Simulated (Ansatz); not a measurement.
Species: YF2, charge 0, doublet. YF2 (parent SMILES [F][Y][F], doublet).
B3LYP-D3(BJ)/def2-TZVP minimum from Ansatz (a first-principles code):
```
Y
F 1 1.9800
F 1 1.9800 2 116.49
```
Charge 0, spin multiplicity 2.

Total energies in def2-SVP, 17 correlated electrons, 6 frozen orbitals. Open shells are spin-unrestricted; no spin-orbit coupling. Correlated methods leave the cores frozen (noble-gas shells, and filled d and f shells in the p block). Past Kr the def2 sets carry scalar-relativistic core potentials. The spin of F2Y (parent SMILES [F][Y][F], doublet) was assumed, and the state is the lowest solution found for it.

```csv
method,program,energy (Eh),minus CCSDT(Q) (mEh)
HF,Ansatz,-236.75216,435.11
MP2,Ansatz,-237.17930,7.97
CCSD,Ansatz,-237.17795,9.32
CCSD(T),Ansatz,-237.18582,1.46
CCSDT(Q),Ansatz,-237.18727,0.00
```

Rough core times of Ansatz's runs on a shared machine: CCSD(T) 30 s, CCSDT(Q) 7 min.
